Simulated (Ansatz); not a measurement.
Geometry optimisation, RKS PBE0-D4/STO-3G in Ansatz 0.2.0.

The input (input.yaml):

```yaml
crystal:
  periodic: [false, false, false]
  atoms:
    - { symbol: F, position_ang: [-2.1097, -1.2954, 0.5324] }
    - { symbol: B, position_ang: [-1.5885, 0.0683, 0.4113] }
    - { symbol: O, position_ang: [-0.5318, 0.3286, -0.5621] }
    - { symbol: C, position_ang: [0.807, 0.1329, 0.0987] }
    - { symbol: S, position_ang: [2.079, 0.4276, -1.0952] }
    - { symbol: H, position_ang: [-1.0679, 0.79572, -1.25094] }
    - { symbol: H, position_ang: [0.863, -0.9266, 0.4653] }
    - { symbol: H, position_ang: [0.904, 0.8485, 0.9457] }
    - { symbol: H, position_ang: [1.6798, -0.6011, -1.8801] }
basis:
  gaussian: { orbitals: STO-3G }
hamiltonian:
  xc: pbe0
  dispersion: d4
relax:
  f_tol: 0.02
  max_steps: 50
```

Command:

```bash
$ ansatz run input.yaml --threads 1 --pin off --max-ram 2048MiB --backend cpu --events-out ev --progress --plain --runs-dir out
```

Q: Where does it end, and by what steps?

A: The run converged. Limits of this set-up: minimal basis. After 12 steps the energy has fallen by 3.262 eV; B2 moved furthest, 0.76 Å. Parted: B2–O3.

```json
{"step": "0", "energy less start (eV)": "0.0000", "largest force component (eV/Å)": "5.884", "accepted": "yes"}
{"step": "1", "energy less start (eV)": "-1.4426", "largest force component (eV/Å)": "3.649", "accepted": "yes"}
{"step": "2", "energy less start (eV)": "-2.0986", "largest force component (eV/Å)": "3.817", "accepted": "yes"}
{"step": "3", "energy less start (eV)": "-2.7412", "largest force component (eV/Å)": "1.934", "accepted": "yes"}
{"step": "4", "energy less start (eV)": "-3.0800", "largest force component (eV/Å)": "2.107", "accepted": "yes"}
{"step": "5", "energy less start (eV)": "-3.2309", "largest force component (eV/Å)": "0.631", "accepted": "yes"}
{"step": "6", "energy less start (eV)": "-3.2559", "largest force component (eV/Å)": "0.176", "accepted": "yes"}
{"step": "7", "energy less start (eV)": "-3.2605", "largest force component (eV/Å)": "0.097", "accepted": "yes"}
{"step": "8", "energy less start (eV)": "-3.2610", "largest force component (eV/Å)": "0.072", "accepted": "yes"}
{"step": "9", "energy less start (eV)": "-3.2613", "largest force component (eV/Å)": "0.036", "accepted": "yes"}
{"step": "10", "energy less start (eV)": "-3.2614", "largest force component (eV/Å)": "0.022", "accepted": "yes"}
{"step": "11", "energy less start (eV)": "-3.2616", "largest force component (eV/Å)": "0.027", "accepted": "yes"}
{"step": "12", "energy less start (eV)": "-3.2617", "largest force component (eV/Å)": "0.019", "accepted": "yes"}
```

```xyz
9
Properties=species:S:1:pos:R:3
F -1.898 -1.163 0.931
B -2.312 -0.127 0.292
O -0.576 0.166 -0.663
C 0.761 0.093 -0.041
S 2.131 0.459 -1.173
H -0.677 1.140 -0.936
H 0.823 -0.933 0.365
H 0.836 0.804 0.806
H 1.947 -0.660 -1.916
```

The run took 57 s on 1 thread of Arm Neoverse N1, on a shared host, peak memory 0.17 GiB.
